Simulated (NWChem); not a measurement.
Everything below was run with NWChem. System: OSe, charge 0, spin multiplicity 3, at a geometry optimised with UB3LYP/def2-SVP. The structure started from a generated list of species. Its SCF solution wasn't tested for a lower state. Level: ROCCSD(T)/def2-TZVP, 10 core orbitals frozen.

NWChem printed:

```
             Northwest Computational Chemistry Package (NWChem) 7.3.0
             --------------------------------------------------------

                                NWChem Input Module
                                -------------------

 Scaling coordinates for geometry "geometry" by  1.889725989
 (inverse scale =  0.529177249)

 Turning off AUTOSYM since
 SYMMETRY directive was detected!

                             Geometry "geometry" -> ""
                             -------------------------

 Output coordinates in angstroms (scale by  1.889725989 to convert to a.u.)

  No.       Tag          Charge          X              Y              Z
 ---- ---------------- ---------- -------------- -------------- --------------
    1 O                    8.0000     0.00000000     0.00000000     1.34103300
    2 Se                  34.0000     0.00000000     0.00000000    -0.31553700

 Effective nuclear repulsion energy (a.u.)      86.8880951170

            Nuclear Dipole moment (a.u.)
            ----------------------------
        X                 Y               Z
 ---------------- ---------------- ----------------
     0.0000000000     0.0000000000     0.0000113384

      Symmetry information
      --------------------

 Group name             C2v
 Group number             16
 Group order               4
 No. of unique centers     2

      Symmetry unique atoms

     1    2


 Summary of "ao basis" -> "" (spherical)
 ------------------------------------------------------------------------------
       Tag                 Description            Shells   Functions and Types
 ---------------- ------------------------------  ------  ---------------------
 *                         def2-tzvp                  on all atoms

 Summary of "ao basis" -> "ao basis" (spherical)
 ------------------------------------------------------------------------------
       Tag                 Description            Shells   Functions and Types
 ---------------- ------------------------------  ------  ---------------------
 O                         def2-tzvp                11       31   5s3p2d1f
 Se                        def2-tzvp                16       48   6s5p4d1f

                                 NWChem SCF Module
                                 -----------------

  ao basis        = "ao basis"
  functions       =    79
  atoms           =     2
  closed shells   =    20
  open shells     =     2
  charge          =   0.00
[...]
            Beta electrons :    20
           No. of orbitals :   158
            Alpha orbitals :    79
             Beta orbitals :    79
        Alpha frozen cores :    10
         Beta frozen cores :    10
     Alpha frozen virtuals :     0
      Beta frozen virtuals :     0
         Spin multiplicity : triplet
    Number of AO functions :    79
       Number of AO shells :    27
        Use of symmetry is : on
      Symmetry adaption is : on
         Schwarz screening : 0.10D-09

          Correlation Information
          -----------------------
          Calculation type : Coupled-cluster singles & doubles w/ perturbation
   Perturbative correction : (T)
            Max iterations :      100
        Residual threshold : 0.10D-05
     T(0) DIIS level shift : 0.00D+00
     L(0) DIIS level shift : 0.00D+00
     T(1) DIIS level shift : 0.00D+00
     L(1) DIIS level shift : 0.00D+00
     T(R) DIIS level shift : 0.00D+00
     T(I) DIIS level shift : 0.00D+00
   CC-T/L Amplitude update :  5-th order DIIS
                I/O scheme : Global Array Library
        L-threshold :  0.10D-05
        EOM-threshold :  0.10D-05
 no EOMCCSD initial starts read in
 TCE RESTART OPTIONS
 SLICE:      F
 D4D5:       F
 quantumc:   F
 qrotation:  F
 pwtce:      F
 qducc:      F
 nacto:                         0
 nrotv:                         0
 nrot:                          0

            Memory Information
            ------------------
          Available GA space size is     249024318 doubles
          Available MA space size is     104850252 doubles

 Maximum block size supplied by input
 Maximum block size        24 doubles

 tile_dim =     24

 -------------------------------------------------

 Global array virtual files algorithm will be used

 Parallel file system coherency ......... OK

 4-electron integrals stored in orbital form

 v2    file size   =          1546658
 4-index algorithm nr.  13 is used
 imaxsize =       30
 imaxsize ichop =        0


CCSD iterations
 ---------------------------------------------------------
 Iter          Residuum       Correlation     Cpu    Wall
 ---------------------------------------------------------
    1   0.2860167011346  -0.5270794163929     1.2     1.2
    2   0.0984199900002  -0.4714098350990     1.2     1.2
    3   0.0620191000825  -0.5073959401811     1.2     1.2
    4   0.0459751262399  -0.4896873926370     1.3     1.3
    5   0.0404173965566  -0.5029097908243     1.2     1.2
    6   0.0040065961998  -0.4981574903107     1.2     1.2
    7   0.0029278320670  -0.4977837922375     1.2     1.2
    8   0.0013682179869  -0.4980027362792     1.2     1.2
    9   0.0016927152154  -0.4978472452352     1.2     1.2
   10   0.0009905711450  -0.4980610292582     1.2     1.2
   11   0.0001622317509  -0.4980311890037     1.2     1.2
   12   0.0000864777745  -0.4979995066402     1.2     1.2
   13   0.0000460581639  -0.4980147232079     1.2     1.2
   14   0.0000437143606  -0.4980042294644     1.2     1.2
   15   0.0000302632604  -0.4980123080521     1.2     1.2
   16   0.0000057257125  -0.4980087247542     1.2     1.2
   17   0.0000046164940  -0.4980086547992     1.2     1.2
   18   0.0000021092116  -0.4980088558039     1.3     1.3
   19   0.0000023103016  -0.4980087609230     1.2     1.2
   20   0.0000011662990  -0.4980089738409     1.2     1.2
   21   0.0000002674985  -0.4980089819632     1.2     1.2
 -----------------------------------------------------------------
 Iterations converged
 CCSD correlation energy / hartree =        -0.498008981963223
 CCSD total energy / hartree       =     -2475.169718007432948

 Singles contributions
    22b1  (beta ) ---    20b1  (beta )        0.1058573325
    21b2  (beta ) ---    19b2  (beta )        0.1058573325

 Doubles contributions
 CCSD(T)
 Using plain CCSD(T) code
             total no. of tasks         3080
 total no. of tasks / no. procs         3080
                         wl_min            2           1.1
                         wl_max      1728000          11.0
        thresh for no. of tasks         3080

 CCSD[T]  correction energy / hartree =        -0.026841704707041
 CCSD[T] correlation energy / hartree =        -0.524850686670263
 CCSD[T] total energy / hartree       =     -2475.196559712139788
 CCSD(T)  correction energy / hartree =        -0.024207833695032
 CCSD(T) correlation energy / hartree =        -0.522216815658255
 CCSD(T) total energy / hartree       =     -2475.193925841128021

 Task  times  cpu:       43.6s     wall:       43.6s

 Total times  cpu:       43.6s     wall:       43.6s
```

Q: Write an NWChem input that would produce this output.

A: This is not unique; one that fits is 
```
start mol
memory heap 100 mb stack 700 mb global 1900 mb
geometry units angstroms nocenter noautoz
  O      0.000000     0.000000     1.341033
  Se     0.000000     0.000000    -0.315537
  symmetry group C2v
end
basis spherical
  * library def2-tzvp
end
scf
  rohf
  nopen 2
  maxiter 100
  thresh 1e-7
  semidirect memsize 60000000 filesize 0
  # guess.movecs holds the orbitals of an unrestricted PBE0 run
  vectors input guess.movecs output mol.movecs
end
tce
  freeze core 10
  ccsd(t)
  2eorb
  2emet 13
  thresh 1e-6
  maxiter 100
  tilesize 24
end
task tce energy
```
